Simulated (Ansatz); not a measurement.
Ansatz (an electronic-structure program) input file for GeHClBr2, SMILES [Cl][GeH]([Br])[Br], PBE0/def2-SVPD. Geometry optimised at B3LYP-D3(BJ)/def2-SVP.

Ansatz 0.2 input:
```yaml
crystal:
  periodic: [false, false, false]
  atoms:
    - {symbol: Ge, position_ang: [0.51599256, -0.39073060, 0.00000000]}
    - {symbol: Cl, position_ang: [-0.40993016, -2.34019084, 0.00000000]}
    - {symbol: Br, position_ang: [-0.16547444, 0.75475351, -1.88300018]}
    - {symbol: Br, position_ang: [-0.16547444, 0.75475351, 1.88300017]}
    - {symbol: H, position_ang: [2.04026126, -0.54612224, 0.00000000]}
basis:
  gaussian:
    orbitals: def2-SVPD
hamiltonian:
  xc: {name: PBE0}
```

Program output:

```
WARN ansatz: RAYON_NUM_THREADS=1 ignored (pool sized by the plan → 1); use --threads N
Functional definition: PBE0
integrals: 0.16 GiB planned
1470 factors; integrals over basis functions are off by at most 1.3e-3 eV
mean field: 1.18 GiB planned
mean field evaluation 1: about -209097.3981 eV, gradient 2.2e1 eV
mean field evaluation 2: about -209096.6453 eV, gradient 3.0e1 eV
mean field evaluation 4: about -209098.3182 eV, gradient 6.8e-1 eV
mean field evaluation 8: about -209098.3321 eV, gradient 7.3e-2 eV
mean field evaluation 16: about -209098.3321 eV, gradient 5.4e-5 eV
mean field -209098.33208195 eV, -7684.2219720717 hartree, gradient 5.4e-5 eV, S^2 0.000000; 0 other end points of the search recorded, 0 dependent functions left out
reference -209098.33212538 eV, -7684.2219736679 hartree; 60, 60 occupied and 95, 95 virtual orbitals, 1470 factors
Total energy: -209098.33212538 eV, -7684.2219736679 hartree
```

The run converged.

Cost: roughly 12 core-seconds.
